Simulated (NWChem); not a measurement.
System: GeH$_{4}$S$_{2}$; SMILES [SH][GeH2][SH]

Here is an NWChem input.

```
start job
memory heap 200 mb stack 900 mb global 1100 mb
geometry units angstroms noautoz
  Ge     0.000000     0.000000    -0.596453
  S      1.848593     0.047948     0.643658
  S     -1.848593    -0.047948     0.643658
  H      0.086543     1.272740    -1.452677
  H     -0.086543    -1.272740    -1.452677
  H      1.560084    -1.096781     1.300677
  H     -1.560084     1.096781     1.300677
end
basis spherical
  * library def2-svpd
end
dft
  xc b3lyp
  iterations 150
end
tddft
  cis
  nroots 6
  notriplet
end
task tddft energy
```

NWChem printed, in part:

```
             Northwest Computational Chemistry Package (NWChem) 7.3.0
             --------------------------------------------------------

 C2  symmetry detected

                             Geometry "geometry" -> ""
                             -------------------------

 Output coordinates in angstroms (scale by  1.889725989 to convert to a.u.)

  No.       Tag          Charge          X              Y              Z
 ---- ---------------- ---------- -------------- -------------- --------------
    1 Ge                  32.0000     0.00000000     0.00000000    -0.61419653
    2 S                   16.0000     1.84901448     0.02721280     0.62591447
    3 S                   16.0000    -1.84901448    -0.02721280     0.62591447
    4 H                    1.0000     0.10081149     1.27168937    -1.47042053
    5 H                    1.0000    -0.10081149    -1.27168937    -1.47042053
    6 H                    1.0000     1.54768536    -1.11420855     1.28293347
    7 H                    1.0000    -1.54768536     1.11420855     1.28293347

 Effective nuclear repulsion energy (a.u.)     343.8148564431

      Symmetry information
      --------------------

 Group name             C2
 Group number              4
 Group order               2
 No. of unique centers     4

                                 NWChem DFT Module
                                 -----------------

 Summary of "ao basis" -> "ao basis" (spherical)
 ------------------------------------------------------------------------------
       Tag                 Description            Shells   Functions and Types
 ---------------- ------------------------------  ------  ---------------------
 Ge                        def2-svpd                14       38   6s4p4d
 S                         def2-svpd                11       27   5s4p2d
 H                         def2-svpd                 4        8   2s2p

      Symmetry analysis of basis
      --------------------------

        a          65
        b          59

            General Information
            -------------------
          SCF calculation type: DFT
          Wavefunction type:  closed shell.
          No. of atoms     :     7
          No. of electrons :    68
           Alpha electrons :    34
            Beta electrons :    34
          Charge           :     0
          Spin multiplicity:     1
          Use of symmetry is: off; symmetry adaption is: on
          Maximum number of iterations: 150
          AO basis - number of functions:   124
                     number of shells:    52
          Convergence on energy requested:  1.00D-06
          Convergence on density requested:  1.00D-05
          Convergence on gradient requested:  5.00D-04

              XC Information
              --------------
                         B3LYP Method XC Potential
                     Hartree-Fock (Exact) Exchange  0.200
                        Slater Exchange Functional  0.800 local
                    Becke 1988 Exchange Functional  0.720 non-local
              Lee-Yang-Parr Correlation Functional  0.810
                  VWN I RPA Correlation Functional  0.190 local

             Grid Information
             ----------------
          Grid used for XC integration:  medium
          Radial quadrature: Mura-Knowles
          Angular quadrature: Lebedev.
          Tag              B.-S. Rad. Rad. Pts. Rad. Cut. Ang. Pts.
          ---              ---------- --------- --------- ---------
          Ge                  1.25      112          11.0       590
          S                   1.00       88          14.0       590
          H                   0.35       45          12.0       434
          Grid pruning is: on
          Number of quadrature shells:   468
          Spatial weights used:  Erf1

      Superposition of Atomic Density Guess
      -------------------------------------

 Sum of atomic energies:       -2871.74414684

      Non-variational initial energy
      ------------------------------

 Total energy =   -2872.584586
 1-e energy   =   -4680.985852
 2-e energy   =    1464.586409
 HOMO         =      -0.307763
 LUMO         =       0.020798

      Symmetry analysis of molecular orbitals - initial
      -------------------------------------------------

  Numbering of irreducible representations:

     1 a           2 b

  Orbital symmetries:

     1 a           2 a           3 b           4 a           5 b
     6 a           7 b           8 a           9 b          10 a
    11 b          12 a          13 a          14 b          15 a
    16 b          17 b          18 a          19 b          20 b
    21 a          22 b          23 a          24 a          25 a
    26 b          27 a          28 b          29 a          30 a
    31 b          32 b          33 a          34 b          35 a
    36 a          37 b          38 b          39 a          40 a
    41 b          42 b          43 a          44 a

 !! scf_movecs_sym_adapt:   21 vectors were symmetry contaminated

  Symmetry fudging

 !! scf_movecs_sym_adapt:    2 vectors were symmetry contaminated

   convergence    iter        energy       DeltaE   RMS-Dens  Diis-err
 ---------------- ----- ----------------- --------- --------- ---------
 d= 0,ls=0.0,diis     1  -2875.3645698215 -3.22D+03  9.64D-03  4.27D-01

 !! scf_movecs_sym_adapt:   21 vectors were symmetry contaminated

  Symmetry fudging
 d= 0,ls=0.0,diis     2  -2875.3813415968 -1.68D-02  5.36D-03  2.08D-01

 !! scf_movecs_sym_adapt:    7 vectors were symmetry contaminated

  Symmetry fudging
 d= 0,ls=0.0,diis     3  -2875.4122488679 -3.09D-02  1.61D-03  5.13D-02

 !! scf_movecs_sym_adapt:    4 vectors were symmetry contaminated

  Symmetry fudging
 d= 0,ls=0.0,diis     4  -2875.4189341773 -6.69D-03  2.28D-04  2.59D-03
 d= 0,ls=0.0,diis     5  -2875.4191138805 -1.80D-04  6.31D-05  4.22D-05
  Resetting Diis
 d= 0,ls=0.0,diis     6  -2875.4191178314 -3.95D-06  1.59D-05  2.46D-06
 d= 0,ls=0.0,diis     7  -2875.4191181941 -3.63D-07  6.10D-06  1.06D-07

         Total DFT energy =    -2875.419118194102
      One electron energy =    -4681.483781305935
           Coulomb energy =     1594.213173964869
    Exchange-Corr. energy =     -131.963367296087
 Nuclear repulsion energy =      343.814856443050

 Numeric. integr. density =       68.000006683636

                  Occupations of the irreducible representations
                  ----------------------------------------------

                     irrep           alpha         beta
                     --------     --------     --------
                     a                18.0         18.0
                     b                16.0         16.0

                       DFT Final Molecular Orbital Analysis
                       ------------------------------------

 Vector   32  Occ=2.000000D+00  E=-3.311043D-01  Symmetry=b
              MO Center=  1.2D-15,  3.4D-16,  3.9D-01, r^2= 5.1D+00
   Bfn.  Coefficient  Atom+Function         Bfn.  Coefficient  Atom+Function
  ----- ------------  ---------------      ----- ------------  ---------------
    50      0.259161  2 S  px                77      0.259161  3 S  px
    13     -0.230314  1 Ge px                47      0.218295  2 S  px
    74      0.218295  3 S  px                51      0.153399  2 S  py
    78      0.153399  3 S  py                41      0.149120  2 S  s
    68     -0.149120  3 S  s                 52      0.143091  2 S  pz

[...]

                                NWChem TDDFT Module
                                -------------------

            General Information
            -------------------
           No. of orbitals :     248
            Alpha orbitals :     124
             Beta orbitals :     124
        Alpha frozen cores :       0
         Beta frozen cores :       0
     Alpha frozen virtuals :       0
      Beta frozen virtuals :       0
         Spin multiplicity :       1
    Number of AO functions :     124
        Use of symmetry is : off
      Symmetry adaption is : on
         Schwarz screening :  0.10D-07

              XC Information
              --------------
                  B3LYP Method XC Potential
              Hartree-Fock (Exact) Exchange   0.20
                 Slater Exchange Functional   0.80 local
             Becke 1988 Exchange Functional   0.72 non-local
       Lee-Yang-Parr Correlation Functional   0.81
           VWN I RPA Correlation Functional   0.19 local

             TDDFT Information
             -----------------
          Calculation type : Tamm-Dancoff TDDFT
         Wavefunction type : Restricted singlets
          No. of electrons :      68
           Alpha electrons :      34
            Beta electrons :      34
              No. of roots :       6
          Max subspacesize :    5200
            Max iterations :     100
               Target root :       1
           Target symmetry : none
      Symmetry restriction : off
                 Algorithm : Optimal
        Davidson threshold :  0.10D-03

    6 smallest eigenvalue differences (eV)
--------------------------------------------------------
  No. Spin  Occ  Vir  Irrep   E(Occ)    E(Vir)   E(Diff)
--------------------------------------------------------
    1    1   34   35 b        -0.263    -0.038     6.125
    2    1   33   35 a        -0.276    -0.038     6.479
    3    1   34   36 b        -0.263    -0.015     6.744
    4    1   34   37 a        -0.263    -0.010     6.881
    5    1   33   36 a        -0.276    -0.015     7.098
    6    1   33   37 b        -0.276    -0.010     7.235
--------------------------------------------------------

  Entering Davidson iterations
  Restricted singlet excited states

  Iter   NTrls   NConv    DeltaV     DeltaE      Time
  ----  ------  ------  ---------  ---------  ---------
    1      6       0     0.80E-01   0.10+100       32.4
    2     12       0     0.14E-01   0.14E-01       32.3
    3     18       0     0.87E-02   0.98E-03       32.8
    4     24       0     0.50E-02   0.26E-03       33.0
    5     30       1     0.17E-02   0.57E-04       32.4
    6     35       4     0.45E-03   0.48E-05       30.9
    7     37       6     0.92E-04   0.29E-06       24.0
  ----  ------  ------  ---------  ---------  ---------
  Convergence criterion met

  Ground state a       -2875.419118194102 a.u.

  ----------------------------------------------------------------------------
  Root   1 singlet b              0.188830356 a.u.                5.1383 eV
  ----------------------------------------------------------------------------
     Transition Moments    X  0.38307   Y -0.17710   Z -0.00000
     Dipole Oscillator Strength                    0.0224208679
     Electric Quadrupole                           0.0000000671
     Magnetic Dipole                               0.0000004247
     Total Oscillator Strength                     0.0224213597

     Occ.   32  b   ---  Virt.   35  a        0.08648
     Occ.   33  a   ---  Virt.   37  b        0.08167
     Occ.   33  a   ---  Virt.   38  b       -0.11710
     Occ.   33  a   ---  Virt.   42  b       -0.05164
     Occ.   34  b   ---  Virt.   35  a       -0.96807
     Occ.   34  b   ---  Virt.   36  a        0.13621
     Occ.   34  b   ---  Virt.   39  a        0.06122
  ----------------------------------------------------------------------------
  Root   2 singlet a              0.198419444 a.u.                5.3993 eV
  ----------------------------------------------------------------------------
     Transition Moments    X -0.00000   Y  0.00000   Z -0.25691
     Dipole Oscillator Strength                    0.0087305001
     Electric Quadrupole                           0.0000000336
     Magnetic Dipole                               0.0000000019
     Total Oscillator Strength                     0.0087305356

     Occ.   33  a   ---  Virt.   35  a        0.98238
     Occ.   33  a   ---  Virt.   39  a       -0.08078
     Occ.   34  b   ---  Virt.   38  b        0.10679
     Occ.   34  b   ---  Virt.   40  b       -0.07196
  ----------------------------------------------------------------------------
  Root   3 singlet b              0.213416635 a.u.                5.8074 eV
  ----------------------------------------------------------------------------
     Transition Moments    X  0.53438   Y -0.33825   Z -0.00000
     Dipole Oscillator Strength                    0.0569075306
     Electric Quadrupole                           0.0000000452
     Magnetic Dipole                               0.0000015343
     Total Oscillator Strength                     0.0569091102

     Occ.   32  b   ---  Virt.   35  a        0.07911
     Occ.   33  a   ---  Virt.   37  b        0.30648
     Occ.   34  b   ---  Virt.   35  a       -0.10331
     Occ.   34  b   ---  Virt.   36  a       -0.93858
  ----------------------------------------------------------------------------
  Root   4 singlet a              0.218411569 a.u.                5.9433 eV
  ----------------------------------------------------------------------------
     Transition Moments    X -0.00000   Y  0.00000   Z  0.39694
     Dipole Oscillator Strength                    0.0229426670
     Electric Quadrupole                           0.0000002167
     Magnetic Dipole                               0.0000002586
     Total Oscillator Strength                     0.0229431423

     Occ.   31  a   ---  Virt.   35  a        0.05393
     Occ.   33  a   ---  Virt.   36  a       -0.39725
     Occ.   34  b   ---  Virt.   37  b        0.90913
  ----------------------------------------------------------------------------
  Root   5 singlet a              0.227061006 a.u.                6.1786 eV
  ----------------------------------------------------------------------------
     Transition Moments    X  0.00000   Y -0.00000   Z  0.16876
     Dipole Oscillator Strength                    0.0043110106
     Electric Quadrupole                           0.0000001042
     Magnetic Dipole                               0.0000001357
     Total Oscillator Strength                     0.0043112505

     Occ.   31  a   ---  Virt.   35  a       -0.07501
     Occ.   33  a   ---  Virt.   36  a       -0.88263
     Occ.   33  a   ---  Virt.   41  a        0.05550
     Occ.   34  b   ---  Virt.   37  b       -0.39028
     Occ.   34  b   ---  Virt.   38  b        0.20766
     Occ.   34  b   ---  Virt.   40  b       -0.08145
  ----------------------------------------------------------------------------
  Root   6 singlet b              0.235213792 a.u.                6.4005 eV
  ----------------------------------------------------------------------------
     Transition Moments    X -0.35571   Y -0.05019   Z -0.00000
     Dipole Oscillator Strength                    0.0202360231
     Electric Quadrupole                           0.0000001993
     Magnetic Dipole                               0.0000011459
     Total Oscillator Strength                     0.0202373682

     Occ.   32  b   ---  Virt.   35  a       -0.32346
     Occ.   32  b   ---  Virt.   39  a        0.05271
     Occ.   33  a   ---  Virt.   37  b        0.88806
     Occ.   33  a   ---  Virt.   38  b        0.05571
     Occ.   34  b   ---  Virt.   35  a        0.06393
     Occ.   34  b   ---  Virt.   36  a        0.25564
     Occ.   34  b   ---  Virt.   39  a       -0.12514
     Occ.   34  b   ---  Virt.   41  a       -0.05237

              Target root =      1
          Target symmetry = none
      Ground state energy =  -2875.419118194102
        Excitation energy =      0.188830356410
     Excited state energy =  -2875.230287837692

  stored tddft:energy   -2875.2302878376918
```

Level: B3LYP/def2-SVPD, TDA. Coordinates come from a PBE0/def2-SVP optimisation.
